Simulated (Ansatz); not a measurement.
Basis-set extrapolation for C3H9AlS (`CSC[CH2][AlH2]`) (PBE0-D4/def2-TZVP geometry, frozen core, the Gaussian-basis code of Ansatz). Multiplicity 1, RHF reference.

```
                      def2-TZVPP   def2-QZVPP
                 HF  -758.344570  -758.368585
    MP2 correlation    -0.795224    -0.850417
CCSD(T) correlation    -0.893456      not run
```

Energies in hartree. Use E(X) = E(∞) + A·exp(−7.88·√X) for Hartree–Fock and E(X) = E(∞) + B·X^(−2.97) for correlation, with X = 3 and 4, and add CCSD(T) minus MP2 of the smaller set to the MP2 limit.

**Question.** What is the CCSD(T) energy at the basis-set limit?

**Answer.** HF limit: -758.368585 + (-0.024015) × 0.13774 = -758.37189. MP2 limit: -0.850417 + (-0.055193) × 0.74074 = -0.89130. Higher-order term: -0.893456 − (-0.795224) = -0.09823. Total: -759.36142 hartree, 324.0 kJ/mol below CCSD(T)/def2-TZVPP.
